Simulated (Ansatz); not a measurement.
`CC(C)[O][Al]([F])[Cl]` + `CC(C)[O][Ge][OH]` → `CC(C)[O][Ge][O]C(C)C` + `[OH][Al]([F])[Cl]`  (substitution at a C–O bond)

Computed with Ansatz on PBE0-D4/def2-TZVP structures; ΔE is electronic, products minus reactants. CCSD(T)/CBS adds triple-zeta CCSD(T) − MP2 to the extrapolated MP2 energy (def2 sets, frozen cores). This one scheme is used for every species. For Ge outer-core shells are correlated without core-valence functions, which leaves a few kJ/mol of doubt a bond. Scalar relativity is left out up to krypton. One conformer a species, not always the lowest.

```json
{"level": "CCSD/def2-TZVPP", "ΔE (kJ/mol)": "-10.5"}
{"level": "HF/CBS(def2)", "ΔE (kJ/mol)": "-6.2"}
```

(1) What does CCSD(T)/CBS give? (Estimate.)

Largest T1 diagnostic among the species: 0.014.

## Answers

(1) Ansatz gave: -11.9 kJ/mol. The listed levels differ from it by 1.4, 5.7 kJ/mol.

In def2-TZVPP, CCSD(T) changes the Hartree–Fock value by −5.7 kJ/mol (the triples alone add −1.4 kJ/mol) and MP2 by −8.1 kJ/mol.
